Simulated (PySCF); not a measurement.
**Telling isomers of C$_{7}$H$_{8}$ apart by NMR**

PySCF 2.14.0 with density-fitted response routines calculation with PBE0/pcSseg-1 with gauge-including orbitals and structure optimised with GFN2-xTB; in vacuum, non-relativistic Hamiltonian, one averaged value for each set of equivalent atoms, one computed conformer.

δ = σ(ref) − σ, references computed at the same level: 1H (σref 31.72) and 13C (σref 186.93) against TMS. Where no couplings were computed, multiplicities follow the n + 1 count of equivalent neighbours, and m marks all less simple cases (inequivalent or close neighbours, rings, F or P nearby). Shifts are as computed. Against solution values, carbons near 30 ppm lie about +3 ppm off and those near 130 ppm about +5 ppm. Of 1211 compounds with measured shifts, 218 miss one by over three times the rms of a fit or turn the order of signals round; such compounds aren't used in these exercises.

(1) Tabulate the signals of `C=C1C=C1C1CC1`, `C#C/C=C(/C)C=C` and their relative energies.

(2) What is the quickest way to tell C=C1C=C1C1CC1 from C#C/C=C(/C)C=C?

Results:

(1) 
```json
{"SMILES": "C=C1C=C1C1CC1", "carbon types": "2×C 2×CH 3×CH2", "δC": "155.7, 129.2, 125.2, 61.3, 12.0, 9.7", "δH": "7.59 (s, 1H), 3.78 (m, 1H), 3.63 (m, 1H), 1.99 (m, 1H), 1.22 (m, 2H), 0.98 (m, 2H)", "E rel. (kcal/mol)": "20.6"}
{"SMILES": "C#C/C=C(/C)C=C", "carbon types": "2×C 3×CH 1×CH2 1×CH3", "δC": "156.8, 143.7, 123.2, 115.8, 94.7, 85.3, 21.3", "δH": "7.62 (m, 1H), 5.68 (d, 1H), 5.64 (m, 1H), 5.59 (m, 1H), 3.08 (d, 1H), 1.98 (s, 3H)", "E rel. (kcal/mol)": "0.0"}
```

Energies are electronic energies at PBE0/pcSseg-1 on these geometries, without zero-point or thermal terms, each for the one conformer computed, which needn't be the lowest.

(2) Count the carbon signals: 6 against 7. The first has a terminal =CH2 carbon at 61.3 ppm, the second a terminal =CH2 carbon at 123.2 ppm. Their most deshielded carbons lie at 155.7 and 156.8 ppm.
